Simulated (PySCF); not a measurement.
Calculated properties of (CdO)2 ring (Cd2O2)

Species: (CdO)2 ring, Cd2O2 (singlet state).
Z-matrix (Å and degrees, PBE0-D3(BJ)/def2-SVP geometry), rows numbered from 1:
```
Cd
O   1  2.0903
Cd  2  2.0908  1   81.08
O   3  2.0900  2   98.92  1    -0.00
```

**PBE0-D3(BJ)/def2-SVP geometry optimisation, gas phase, def2 core potentials past Kr (PySCF)**

* Point group: D2h
* Rotational constants A, B, C: 6.260, 1.202, 1.008 GHz

From wB97X-D/def2-SVPD ground state, ΔSCF and vertical TDDFT (core frozen in the response) (PySCF):

* Dipole moment: 0.00 D
* HOMO energy: -8.05 eV
* LUMO energy: -2.07 eV
* HOMO–LUMO gap: 5.98 eV
* Lowest singlet excitation: 1.63 eV (759 nm, f = 0.000)
* Strongest line among the 10 lowest singlet transitions: S8 at 4.04 eV (307 nm, f = 0.272)
* Lowest triplet excitation (Tamm–Dancoff): 0.96 eV
* Static isotropic polarisability: 72.5 au
* Vertical electron affinity: 1.95 eV

Monoisotopic mass (most abundant isotopes): 259.7965 u.

The rotational constants make it an asymmetric top with κ = (2B − A − C)/(A − C) = -0.93, nearer the prolate limit (−1). With B = h/(8π²I), that is 505.379 GHz u Å² over I, the principal moments of inertia are 80.7, 420.6 and 501.3 u Å² (most abundant isotopes). Point group D2h forbids a permanent dipole, so the rigid molecule has no electric-dipole pure rotational spectrum. The principal polarisabilities are 51.5, 64.1 and 101.9 au; their mean is the isotropic value. The largest Löwdin shares of the HOMO are 0.44 on O2, 0.44 on O4, 0.06 on Cd1 and 0.06 on Cd3. S1 lies 4.35 eV below the HOMO–LUMO gap; its leading configuration is HOMO−1→LUMO, weight 0.98.

Atoms past krypton carry effective core potentials; spin–orbit coupling is left out.
